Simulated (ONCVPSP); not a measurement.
**Before and after: ONCV potential for Si**

* Element: Si (Z = 14)
* Generator: ONCVPSP 4.0.1
* Type: optimised norm-conserving Vanderbilt (ONCV)
* Functional: PBE
* Relativity: scalar-relativistic
* Frozen core: [He]
* Valence charge: 12
* Reference configuration: 2s2 2p6 3s2 3p0.5 (charge +1.5)
* Partial waves: 2s+3s: rc 0.95 bohr, ncon 4, nbas 9, qcut 9.7 1/bohr, 2 projectors; 2p+3p: rc 0.85 bohr, ncon 5, nbas 8, qcut 17.4 1/bohr, 2 projectors; d scattering state at 0.29 Ha: rc 1.00 bohr, ncon 3, nbas 7, qcut 8.3 1/bohr, 2 projectors, debl 1.5 Ha
* Local potential: polynomial inside 0.60 bohr (lpopt 5, dvloc0 2 Ha)
* Core correction: none

Change: p: rc 0.58; local potential polynomial inside 0.58 bohr (lpopt 5, dvloc0 2 Ha).

Cutoffs: the cutoffs (Ha) at which the residual kinetic energy of the hardest occupied pseudo-wave falls to 1 and 0.1 mHa per electron; they do not see the model core or the augmentation charge, which bear on the density cutoff. Errors are all-electron minus pseudo energies relative to the spin-unpolarised reference configuration.

Q: How do hardness, ghosts and transferability respond?

A: The potential gets harder (123 Ha and 139 Ha → 471 Ha and 578 Ha); the errors of the 4 common tests hardly move; neither file shows a bound ghost. A smaller radius makes the pseudo-wave follow the all-electron one further in, where it bends more sharply, so more plane waves are needed.

| quantity | base | changed |
| --- | --- | --- |
| cutoff, loose | 123 Ha | 471 Ha |
| cutoff, tight | 139 Ha | 578 Ha |
| loose cutoff by channel | s 31 Ha, p 123 Ha | s 31 Ha, p 471 Ha |
| bound ghosts | none | none |
| GHOST(+) flags under 300 eV | none | none |
| error for 2s2 2p6 3s2 3p2, meV [ΔE -14.63 eV] | +0.9 | +0.8 |
| error for 2s2 2p6 3s2 3p1, meV [ΔE -6.89 eV] | +0.2 | +0.2 |
| error for 2s2 2p6 3s2 3p0, meV [ΔE 9.10 eV] | +0.2 | 0.0 |
| error for 2s2 2p6 3s0 3p4, meV [ΔE -0.85 eV] | +5.3 | +4.7 |
| s: phases at 0.97 bohr within 0.05 rad from the reference energy up to (Ha; the scan ends near 5) | to the end of the scan | to the end of the scan |
| d: phases at 1.01 bohr within 0.05 rad from the reference energy up to (Ha; the scan ends near 5) | to the end of the scan | to the end of the scan |
